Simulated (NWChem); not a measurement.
Molecule: C$_{8}$H$_{8}$GeO; SMILES c1c[c]([GeH3])cc2occc21

Not confirmed as a minimum by frequencies. B3LYP is NWChem's, with the RPA form of VWN correlation.

Problem. Give the equilibrium geometry at B3LYP/6-31G* (spherical d) (NWChem) as a list of bonds and angles, with the point group.

Solution. point group C1; any orientation.
Bonds (Å): Ge1–C2 1.956, Ge1–H11 1.548, Ge1–H12 1.547, Ge1–H13 1.549, C2–C3 1.416, C2–C10 1.400, C3–C4 1.391, C3–H14 1.087, C4–C5 1.404, C4–H15 1.087, C5–C6 1.443, C5–C9 1.407, C6–C7 1.356, C6–H16 1.081, C7–O8 1.372, C7–H17 1.080, O8–C9 1.370, C9–C10 1.390, C10–H18 1.086. Bond angles (°): C2–Ge1–H11 110.8, C2–Ge1–H12 108.8, C2–Ge1–H13 111.3, H11–Ge1–H12 109.3, H11–Ge1–H13 107.9, H12–Ge1–H13 108.8, Ge1–C2–C3 120.4, Ge1–C2–C10 119.9, C3–C2–C10 119.7, C2–C3–C4 122.2, C2–C3–H14 119.2, C4–C3–H14 118.5, C3–C4–C5 118.5, C3–C4–H15 120.6, C5–C4–H15 120.9, C4–C5–C6 136.1, C4–C5–C9 118.5, C6–C5–C9 105.4, C5–C6–C7 105.9, C5–C6–H16 127.7, C7–C6–H16 126.4, C6–C7–O8 112.4, C6–C7–H17 132.6, O8–C7–H17 115.0, C7–O8–C9 106.0, C5–C9–O8 110.3, C5–C9–C10 123.8, O8–C9–C10 125.9, C2–C10–C9 117.3, C2–C10–H18 122.2, C9–C10–H18 120.5.
